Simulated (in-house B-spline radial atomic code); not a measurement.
Configurations of the lutetium ion Lu⁺, with energies counted from [Xe] 4f14 6s2. Level of theory: Dirac-Hartree-Fock, average of configuration, Fermi nucleus of rms radius 5.37 fm; calculated with an all-electron radial atomic-structure program (B-spline basis). Energies include first-order Breit, QED and recoil terms.

Occupations are held fixed; configurations that lie above the ionisation limit could autoionise.

| configuration | E - E(ref) (eV) | highest orbital | its <r> (bohr) |
| --- | --- | --- | --- |
| [Xe] 4f14 5d1 6s1 | 1.388 | 5d5/2 | 2.493 |
| [Xe] 4f14 5g1 6s1 | 10.419 | 5g9/2 | 13.73 |
| [Xe] 4f13 6s2 8d1 | 21.515 | 8d5/2 | 20.26 |
| [Xe] 4f13 6s2 9p1 | 21.599 | 9p3/2 | 22.38 |
| [Xe] 4f13 6s2 10s1 | 21.929 | 10s1/2 | 27.66 |
| [Xe] 4f13 6s2 10d1 | 22.408 | 10d5/2 | 39.44 |
| [Xe] 4f13 6s2 8g1 | 22.559 | 8g7/2 | 42.92 |
| [Xe] 4f13 6s2 10g1 | 22.865 | 10g7/2 | 69.89 |
| [Kr] 4d10 4f14 5s2 5p5 5g1 6s2 | 43.974 | 5g9/2 | 13.72 |
| [Kr] 4d10 4f14 5s2 5p5 6s2 9d1 | 44.818 | 9d5/2 | 29.29 |
| [Kr] 4d9 4f14 5s2 5p6 6s2 7g1 | 218.94 | 7g7/2 | 31.68 |

Question: Order these further configurations by energy, lowest first.
A. [Xe] 4f13 6s2 9s1
B. [Kr] 4d10 4f14 5s2 5p5 6s2 6d1
C. [Xe] 4f13 6s2 9d1
D. [Xe] 4f13 6s2 6g1
E. [Xe] 4f14 6s1 7g1

Answer: E (11.485 eV), A (21.28 eV), D (21.897 eV), C (22.067 eV), B (41.257 eV).

Question: How far above the reference does [Kr] 4d10 4f14 5s2 5p5 6s2 8g1 lie?

Answer: 45.301 eV; its least bound orbital is 8g7/2 with <r> = 42.91 bohr.

Question: How far above the reference does [Kr] 4d9 4f14 5s2 5p6 6s2 10p1 lie?

Answer: 218.75 eV; its least bound orbital is 10p3/2 with <r> = 31.41 bohr.

Question: How far above the reference does [Xe] 4f14 6s1 9g1 lie?

Answer: 11.925 eV; its least bound orbital is 9g7/2 with <r> = 55.69 bohr.
